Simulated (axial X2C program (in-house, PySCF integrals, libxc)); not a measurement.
The numbers below are computed, except where a source is named.
**SnSi⁻: input and output**

Program: an in-house all-electron X2C program for linear molecules (integrals from PySCF).

The run was started with this input:
```json
{"zs": [50, 14], "q": -1, "bas": ["dyall-acv3z", "dyall-av3z"], "levels": ["PBE0", "HF", "BLYP"], "cc": true, "r0": 2.56, "thr": -1.0, "nmax": 90, "npts": 10, "nst": 2, "ntry": 6}
```
```bash
python so2c.py task.json out
```

Keys: zs atomic numbers; q charge; bas basis sets; levels methods; cc coupled cluster on or off; r0 starting distance in Å; thr threshold in hartree for freezing inner shells (an s shell follows its p shell); nmax most natural virtual spinors; npts points on the curve; nst determinants followed; ntry starts of the search. HF also brings MP2.

Output of the HF step, with spin–orbit coupling, at R = 2.436 Å for the state Ω = 3/2. It starts from PBE0 orbitals of this distance.

```
two-component X2C + atomic mean field  HF
basis functions 207  fitting functions 1070  grid points 5083
iter        total energy     max residual
   1      -6460.707250752     2.10e-01
   2      -6460.733172311     4.68e-03
   3      -6460.734425831     3.61e-03
   4      -6460.734890243     2.95e-03
   5      -6460.735265389     3.27e-03
   6      -6460.735690061     3.30e-03
   7      -6460.735572174     3.28e-03
   8      -6460.733864661     2.56e-03
   9      -6460.732641531     9.83e-04
  10      -6460.732714044     8.37e-04
  11      -6460.732710466     3.66e-04
  12      -6460.732721205     2.86e-04
  13      -6460.732720812     1.92e-04
  14      -6460.732725623     1.18e-04
  15      -6460.732730553     6.27e-05
  16      -6460.732732944     5.42e-05
  17      -6460.732734378     4.83e-05
  18      -6460.732735729     4.34e-05
  19      -6460.732738064     3.21e-05
  20      -6460.732739942     3.38e-05
  21      -6460.732740883     1.96e-05
  22      -6460.732741072     9.14e-06
  23      -6460.732741095     3.25e-06
  24      -6460.732741097     1.65e-06
  25      -6460.732741098     1.03e-06
converged
one-electron -9201.55826253  Coulomb 2776.72033380  exact exchange -184.40108141  xc functional 0.00000000  nuclear repulsion 152.06241693  atomic mean-field constant -3.55614789
correlated 9  virtual 293  natural virtual 90  E(MP2) -0.190941030  MP2 remainder -0.007079116
iter   CCSD correlation   residual
   1     -0.196277444   1.48e-01
   2     -0.204200654   6.17e-02
   3     -0.205836862   2.69e-02
   4     -0.206166552   1.33e-02
   5     -0.206288793   7.37e-03
   6     -0.206349029   4.34e-03
   7     -0.206388338   1.88e-03
   8     -0.206401838   7.47e-04
   9     -0.206398373   4.11e-04
  10     -0.206401229   2.53e-04
  11     -0.206399381   1.20e-04
  12     -0.206400968   4.87e-05
  13     -0.206400894   2.18e-05
  14     -0.206401105   1.03e-05
  15     -0.206401173   4.64e-06
  16     -0.206401175   2.26e-06
(T) -0.015401552  T1 0.0460  D1 0.0912  max T2 0.108
```
Energies are in hartree; totals compare only within one Hamiltonian and basis. T1 is large, a sign of multireference character or of a spin-contaminated reference. Where the energy jumps back up, the SCF was restarted by another method. T1 in the output is the amplitude norm over the root of the electron number; divide by √2 for the Lee–Taylor value.
